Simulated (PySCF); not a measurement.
Numbering as in the mapped SMILES `[CH3:1][CH2:2][c:3]1[cH:4][cH:5][cH:6][cH:7][cH:8]1`; H(Xn) means a hydrogen on atom n.

GIAO PBE0/pcSseg-1 shifts (PySCF, gas phase, non-relativistic, equivalent atoms averaged), each against references optimised in the same way as the molecule (TMS).

On the GFN2-xTB geometry: C3 151.4, C5/C7 134.2, C4/C8 133.3, C6 131.0, C2 35.3, C1 22.6, H(C5)/H(C7) 7.60, H(C4)/H(C8) 7.49, H(C6) 7.48, H(C2) 2.65, H(C1) 1.20 ppm.

Task: What changes on the PBE0-D3(BJ)/def2-SVP geometry?

Result: 
```
      atoms  δ (ppm)  change
         C3    150.5    -0.9
      C5/C7    134.1    -0.1
      C4/C8    134.0    +0.7
         C6    131.3    +0.3
         C2     33.5    -1.8
         C1     21.3    -1.3
H(C5)/H(C7)     7.42   -0.18
H(C4)/H(C8)     7.30   -0.19
      H(C6)     7.31   -0.17
      H(C2)     2.47   -0.18
      H(C1)     1.14   -0.06
```

Bonds between heavy atoms that differ most (equivalent bonds averaged): C3–C4 1.389 → 1.400 Å, C4–C5 1.383 → 1.394 Å, C5–C6 1.384 → 1.394 Å, C1–C2 1.530 → 1.527 Å, C2–C3 1.502 → 1.506 Å. Mean change of bonds to hydrogen: C–H +0.012 Å.
